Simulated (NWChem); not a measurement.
Species: iodobenzene (C$_{6}$H$_{5}$I); SMILES Ic1ccccc1

```xyz
12

I      0.0000     0.0000    -1.5492
C      0.0000     0.0000     0.5558
C      0.0000    -1.2138     1.2430
C      0.0000    -1.2056     2.6377
C      0.0000     0.0000     3.3375
C      0.0000     1.2056     2.6377
C      0.0000     1.2138     1.2430
H      0.0000    -2.1591     0.6972
H      0.0000    -2.1553     3.1785
H      0.0000     0.0000     4.4298
H      0.0000     2.1553     3.1785
H      0.0000     2.1591     0.6972
```
Atoms are numbered in this order, from 1.

All runs: NWChem. Structure relaxed at the PBE0/def2-SVP level. No frequency run checked for a minimum. def2 effective core potentials on I; no spin-orbit coupling. B3LYP is NWChem's, with the RPA form of VWN correlation. Total energies of different functionals are on different scales.

| level | energy (Ha) | highest occupied level (eV) | orbital gap (eV) | dipole (D) |
|---|---|---|---|---|
| B3LYP/def2-SVP | -529.2715 | -6.53 | 5.70 | 1.48 |
| PBE/def2-SVP | -528.8640 | -5.76 | 4.20 | 1.43 |
| LC-BLYP (range parameter 0.33 per bohr)/def2-SVP | -528.2758 | -8.87 | 10.34 | 1.50 |
| OLYP/def2-SVP | -529.3793 | -5.58 | 4.24 | 1.36 |
| PW91/def2-SVP | -529.1796 | -5.79 | 4.19 | 1.42 |
| MPW1K/def2-SVP | -529.2359 | -7.58 | 7.56 | 1.63 |
| HCTH/407/def2-SVP | -529.8777 | -5.86 | 4.23 | 1.35 |
| BP86/def2-SVP | -529.3063 | -5.86 | 4.19 | 1.48 |
| RPBE/def2-SVP | -529.2584 | -5.70 | 4.22 | 1.41 |
| PW6B95/def2-SVP | -529.6671 | ? | ? | 1.48 |

Question: What belongs in the gaps?

Answer: 
- PW6B95/def2-SVP, highest occupied level (eV): -6.83
- PW6B95/def2-SVP, orbital gap (eV): 6.28
